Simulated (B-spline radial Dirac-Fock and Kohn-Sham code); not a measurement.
## K-line shifts caused by a second vacancy in Co²⁺

System: the Co²⁺ ion, configuration [Ar] 3d5 4s2 (not the ground configuration).

Level of theory: multi-electron Dirac-Fock with separately optimised hole states, Breit and Lamb-shift corrections added in first order; a radial atomic solver. Each two-hole energy is an average over J within one jj subconfiguration, not an observable level; in light atoms, where LS coupling holds, the j-resolved values are not observed lines, and for a K spectator the Kα1 hypersatellite is nearly forbidden. No correlation.

Lines without a spectator: Kα2 (K-L2) 6912.2 eV, Kα1 (K-L3) 6926.7 eV, Kβ3 (K-M2) 7649.4 eV, Kβ1 (K-M3) 7651.3 eV. Shifts in eV with one spectator hole (a dash: not computed, or left out as unreliable):

```csv
spectator hole,Kα2,Kα1,Kβ3,Kβ1
K (1s),+283.8,+286.2,+355.5,+355.9
L2 (2p1/2),+26.27,+32.2,–,+74.2
L3 (2p3/2),+29.88,+28.64,+71.7,–
M2 (3p1/2),–,+2.38,+6.27,+7.97
M3 (3p3/2),+2.15,–,+7.56,+7.11
```

With n spectator holes in 2p, averaged over the 2p shell (energies in eV):

| n | KαLⁿ | step | hypersatellite KαʰLⁿ |
| --- | --- | --- | --- |
| 0 | 6921.9 | – | 7207.3 |
| 1 | 6951.6 | +29.8 | 7238.3 |
| 2 | 6982.6 | +30.9 | 7270.4 |
| 3 | 7014.6 | +32.1 | 7303.8 |
| 4 | 7047.9 | +33.3 | 7338.3 |
| 5 | 7082.4 | +34.5 | 7374.0 |
